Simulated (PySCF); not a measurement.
Gas-phase reaction: GaH₃ + C₄H₈ (isobutene) ⇌ GaH + C₄H₁₀ (n-butane)

Method: PySCF energies plus ideal-gas RRHO corrections (1 bar). S°(298 K) at PBE0/def2-TZVP differs from the NASA 1993 table for C₄H₁₀ (n-butane) (-9 J/mol/K); whether the harmonic model or the table's entry is off was not settled. † marks an energy on the PBE0/def2-TZVP geometry and frequencies. MP2 and CCSD(T) freeze the core. All species are closed-shell singlets. Ga: all electrons, no relativistic terms. GaH₃, GaH: computed as isolated molecules; such fragments, hydroxides, amides, oligomers or adducts are transient or little studied in the gas. MP2 isn't extrapolated to the basis-set limit; its ΔH°(298 K) is -28.7 kJ in def2-SVP and -20.5 kJ in def2-TZVPP. CCSD(T) isn't extrapolated to the basis-set limit. The harmonic model lacks anharmonicity and excited electronic states, which grow with temperature; levels with a mode under 35 cm⁻¹ are left out. Internal rotation in C₄H₈ (isobutene), C₄H₁₀ (n-butane) is treated as a harmonic vibration of one conformer, which makes the entropy rough.

```json
[
 {"level": "CCSD(T)/def2-SVP†", "ΔE electronic, kJ": "-62", "ΔH°(298 K), kJ": "-39", "ΔS°(298 K), J/K": "-8", "ΔG°(1400 K), kJ": "-19"},
 {"level": "M06-2X/def2-TZVP†", "ΔE electronic, kJ": "-68", "ΔH°(298 K), kJ": "-45", "ΔS°(298 K), J/K": "-8", "ΔG°(1400 K), kJ": "-26"},
 {"level": "MP2/def2-SVP†", "ΔE electronic, kJ": "-52", "ΔH°(298 K), kJ": "-29", "ΔS°(298 K), J/K": "-8", "ΔG°(1400 K), kJ": "-9"},
 {"level": "LDA/def2-TZVP†", "ΔE electronic, kJ": "-54", "ΔH°(298 K), kJ": "-30", "ΔS°(298 K), J/K": "-8", "ΔG°(1400 K), kJ": "-11"},
 {"level": "ωB97M-V/def2-TZVP†", "ΔE electronic, kJ": "-62", "ΔH°(298 K), kJ": "-38", "ΔS°(298 K), J/K": "-8", "ΔG°(1400 K), kJ": "-19"},
 {"level": "ωB97X-V/def2-TZVP†", "ΔE electronic, kJ": "-56", "ΔH°(298 K), kJ": "-32", "ΔS°(298 K), J/K": "-8", "ΔG°(1400 K), kJ": "-13"}
]
```
ΔH° is lowest at M06-2X/def2-TZVP† and highest at MP2/def2-SVP†. No reference value is set beside these.
